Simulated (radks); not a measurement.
The numbers below are computed, except where a source is named.
Question: Radial electron density D(r) = 4 pi r^2 rho(r) of an atom or ion with 60 electrons. Code: a radial shooting solver on a logarithmic mesh with Libxc functionals. Model: scalar-relativistic Kohn-Sham, r2SCAN, spin-unpolarised, spherical densities, finite nucleus; meta-GGA in the generalised Kohn-Sham scheme; Fermi nuclear charge, rms radius of each element as measured or else 0.836 A^(1/3) + 0.57 fm.

```
   r/bohr * D(r) (the largest magnitude, 114, reaches the edge; | marks zero)
 0.003495 |            *
 0.004069 |               *
 0.004699 |                  *
 0.005471 |                      *
 0.006369 |                         *
 0.007355 |                             *
 0.008563 |                                 *
 0.009968 |                                    *
   0.0116 |                                       *
   0.0134 |                                        *
   0.0156 |                                        *
  0.01816 |                                        *
  0.02098 |                                      *
  0.02442 |                                    *
  0.02843 |                                    *
  0.03283 |                                    *
  0.03822 |                                       *
   0.0445 |                                            *
   0.0518 |                                                 *
  0.05983 |                                                     *
  0.06965 |                                                      *
  0.08108 |                                                   *
  0.09364 |                                              *
    0.109 |                                          *
   0.1269 |                                        *
   0.1466 |                                           *
   0.1706 |                                               *
   0.1986 |                                               *
   0.2312 |                                          *
    0.267 |                                *
   0.3109 |                       *
   0.3619 |                   *
    0.418 |                    *
   0.4866 |                       *
   0.5665 |                      *
   0.6542 |                  *
   0.7616 |            *
   0.8866 |        *
    1.032 |      *
    1.192 |     *
    1.388 |   *
    1.616 |  *
    1.866 | *
    2.172 |*
    2.529 |*
     2.92 *
      3.4 *
    3.958 *
    4.607 *
    5.321 *
    6.195 *
    7.211 *
```

What is the nuclear charge?

Answer: Z = 64. The innermost maximum, from 1s, lies near gamma/Z bohr with gamma = sqrt(1 - (Z/c)^2) = 0.884, here 0.0138 bohr (found: 0.0151), and its height grows with Z. The density is that of the gadolinium ion Gd4+ in [Xe] 4f5 6s1; the configuration itself is not fixed sharply by these data, and Z only to a few units. D(r) has 4 maxima, at r = 0.0151, 0.0675, 0.188, 0.511 bohr, and minima at 0.0289, 0.124, 0.371 bohr, inside which lie 1.93, 11.16, 29.27 electrons.
